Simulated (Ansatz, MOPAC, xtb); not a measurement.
The molecule MoF, multiplicity 6 (lowest of 2S+1 = 2, 4, 6, 8 at CCSD(T)/def2-TZVPP on PBE0 minima; our sources give no spin for the ground state, which may be another). No spin–orbit coupling.

The constants come from a fifth-degree fit in 1/R (seven points, main isotopes). Runs in def2 and cc sets follow the lowest solution found near the PBE0 minimum.

Codes used: Ansatz (Gaussian basis) for Hartree–Fock, density functionals and correlated methods; MOPAC for AM1, PM6, PM7 (differences of heats of formation); xtb for the GFN methods. Values without a source in brackets are computed. In def2 rows elements past Kr take small-core potentials, without spin–orbit coupling. The GFN methods have no spin term and hold the electronic entropy of 300 K.

```tsv
level	r_e (Å)	ω_e (cm⁻¹)	ω_e x_e (cm⁻¹)	α_e (cm⁻¹)	dipole (D)
AM1	1.881	811	2.4	0.0012	-
PM6	1.971	507	2.8	0.0018	-
PM7	1.933	625	2.7	0.0015	-
GFN1-xTB	1.885	491	1.2	0.0020	-
GFN2-xTB	1.928	470	0.55	0.0015	-
SVWN5/def2-TZVPP	1.859	671	3.3	0.0020	2.71
PBE/def2-TZVPP	1.891	627	3.2	0.0020	2.89
r2SCAN/def2-TZVPP	1.886	639	3.1	0.0020	3.08
B97M-V/def2-TZVPP	1.895	627	3.3	0.0020	3.19
B3LYP/def2-TZVPP	1.897	626	3.2	0.0020	3.35
PBE0/def2-TZVPP	1.885	636	3.3	0.0020	3.36
BHLYP/def2-TZVPP	1.895	633	3.3	0.0020	3.82
CAM-B3LYP/def2-TZVPP	1.892	634	3.2	0.0020	3.50
wB97X-V/def2-TZVPP	1.893	628	3.2	0.0020	3.46
wB97M-V/def2-TZVPP	1.897	622	3.1	0.0020	3.48
B2PLYP/def2-TZVPP	1.895	631	3.2	0.0020	-
CCSD/def2-TZVPP	1.895	638	3.2	0.0019	-
CCSD/def2-QZVPP	1.898	627	3.2	0.0019	-
CCSD(T)/def2-TZVPP	1.893	641	3.2	0.0019	-
CCSD(T)/def2-QZVPP	1.897	628	3.2	0.0019	-
CCSD(T)/CBS(def2-TZVPP, def2-QZVPP)	1.898	622	3.2	0.0020	-
```

Correlated levels freeze the inner cores; with def2 sets outer-core shells near the valence are correlated too. CBS(a, b) extrapolates the correlation energy as X⁻³ and adds the Hartree–Fock energy of set b. The state reached by AM1, PM6, PM7 isn't checked; PM7 holds dispersion and hydrogen-bond terms.

Ansatz is a first-principles code.
